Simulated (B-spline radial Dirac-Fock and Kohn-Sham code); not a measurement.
## Muonic isotope shifts in tungsten

Calculated with a B-spline atomic structure program, using the Dirac equation of a negative muon with reduced mass in the field of a spherical finite nucleus, with the Uehling potential to all orders; nuclear polarisation, deformation, hyperfine structure, self-energy, higher-order vacuum polarisation, relativistic recoil and electron screening are left out. Nuclear charge: Fermi distribution (skin thickness 2.3 fm); radii from Angeli and Marinova (2013). Reference ¹⁸³W, radius 5.3611 fm: 2p3/2 → 1s1/2 5384 keV, 3d5/2 → 2p3/2 2077 keV.

```csv
A,radius (fm),δ⟨r²⟩ (fm²),shift 2p3/2 → 1s (keV),shift 3d5/2 → 2p3/2 (keV)
180,5.3491,-0.129,+9.46,+0.73
182,5.3559,-0.056,+4.10,+0.32
184,5.3658,+0.050,-3.70,-0.29
186,5.3743,+0.142,-10.38,-0.81
```
